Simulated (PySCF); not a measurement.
ClH₅O₂Si₂, SMILES O[SiH](O)[SiH2]Cl. Atoms are numbered in the order given.

```xyz
10

O     -1.4661     1.3228    -0.1607
Si    -1.2957    -0.2518     0.3389
O     -1.6206    -1.3767    -0.8411
Si     0.9867    -0.5246     0.7915
Cl     1.8557     0.7879    -0.5976
H     -0.7165     1.6570    -0.6702
H     -2.2250    -0.4022     1.4923
H     -2.5206    -1.4066    -1.1821
H      1.5487    -1.8851     0.5587
H      1.3869    -0.0572     2.1515
```
Charge 0, spin multiplicity 1.

Geometry: PBE0-D3(BJ)/def2-SVP. The structure was generated by enumeration, and PubChem lists no compound with its InChIKey, so it may never have been made. One conformer was computed; it need not be the lowest.

Level of theory: TDDFT-PBE0/def2-SVPD run with PySCF 2.14.0.

Vertical excitations. Isolated molecule, no solvent.

| state | energy (eV) | λ (nm) | f | main pairs |
|---|---|---|---|---|
| S1 | 5.89 | 211 | 0.021 | HOMO→LUMO 98 % |
| S2 | 6.71 | 185 | 0.000 | HOMO−1→LUMO 84 %, HOMO→LUMO+1 14 % |
| S3 | 6.75 | 184 | 0.023 | HOMO→LUMO+1 82 %, HOMO−1→LUMO 14 % |
| S4 | 7.31 | 170 | 0.017 | HOMO−2→LUMO 76 % |
| S5 | 7.37 | 168 | 0.004 | HOMO−3→LUMO 58 %, HOMO→LUMO+2 18 %, HOMO−2→LUMO 16 % |
| S6 | 7.45 | 166 | 0.034 | HOMO→LUMO+2 71 %, HOMO−3→LUMO 25 % |
| S7 | 7.61 | 163 | 0.014 | HOMO−4→LUMO 81 % |
| S8 | 7.81 | 159 | 0.024 | HOMO−1→LUMO+1 67 %, HOMO→LUMO+3 16 % |
| S9 | 7.91 | 157 | 0.134 | HOMO→LUMO+3 45 %, HOMO−3→LUMO+1 21 %, HOMO−2→LUMO+1 20 % |
| S10 | 7.93 | 156 | 0.044 | HOMO−2→LUMO+1 38 %, HOMO−1→LUMO+1 22 %, HOMO→LUMO+3 19 %, HOMO→LUMO+4 12 % |
| T1 | 5.18 | 239 | 0 | HOMO→LUMO 96 % |
| T2 | 5.96 | 208 | 0 | HOMO→LUMO+1 87 % |
| T3 | 6.36 | 195 | 0 | HOMO−1→LUMO 95 % |
| T4 | 6.97 | 178 | 0 | HOMO→LUMO+2 36 %, HOMO→LUMO+3 26 %, HOMO−4→LUMO 12 %, HOMO−2→LUMO 12 % |
Triplets are in the Tamm–Dancoff approximation, which puts them higher than full response would, so one can lie above its singlet here.
